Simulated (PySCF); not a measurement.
hexafluorobutadiene (C₄F₆), SMILES FC(F)=C(F)C(F)=C(F)F.

Geometry optimised at B3LYP-D3(BJ)/def2-SVP. Other conformers were not sampled.

These are PySCF with ωB97X/def2-SVP values and carry that method's errors.

Symmetry labels are those of the subgroup C2h that the program uses (full group C2h).

Computed valence orbital energies around the gap with their symmetry:
```json
[
 {"orbital": "HOMO−7", "symmetry": "Au", "energy (eV)": "-15.90"},
 {"orbital": "HOMO−6", "symmetry": "Bg", "energy (eV)": "-15.83"},
 {"orbital": "HOMO−5", "symmetry": "Bu", "energy (eV)": "-15.43"},
 {"orbital": "HOMO−4", "symmetry": "Bu", "energy (eV)": "-15.38"},
 {"orbital": "HOMO−3", "symmetry": "Ag", "energy (eV)": "-15.28"},
 {"orbital": "HOMO−2", "symmetry": "Ag", "energy (eV)": "-13.89"},
 {"orbital": "HOMO−1", "symmetry": "Au", "energy (eV)": "-11.51"},
 {"orbital": "HOMO", "symmetry": "Bg", "energy (eV)": "-9.07"},
 {"orbital": "LUMO", "symmetry": "Au", "energy (eV)": "1.11"},
 {"orbital": "LUMO+1", "symmetry": "Bu", "energy (eV)": "3.14"},
 {"orbital": "LUMO+2", "symmetry": "Bg", "energy (eV)": "4.80"},
 {"orbital": "LUMO+3", "symmetry": "Ag", "energy (eV)": "5.66"}
]
```
